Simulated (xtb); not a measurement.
A geometry relaxed with GFN2-xTB in xtb 6.7.1, charge 0, multiplicity 1:

```xyz
8

H     -2.4766    -0.0778     0.6956
H     -1.3863    -1.5143     0.5797
H      1.8871    -1.1815    -0.3682
C     -1.4898    -0.4466     0.4708
Si    -0.1411     0.5793    -0.0353
H      2.4911     0.6782    -0.7810
H     -0.5099     2.0041    -0.1165
B      1.6255    -0.0415    -0.4451
```

Write the SMILES of this molecule.

`B[SiH]=C`
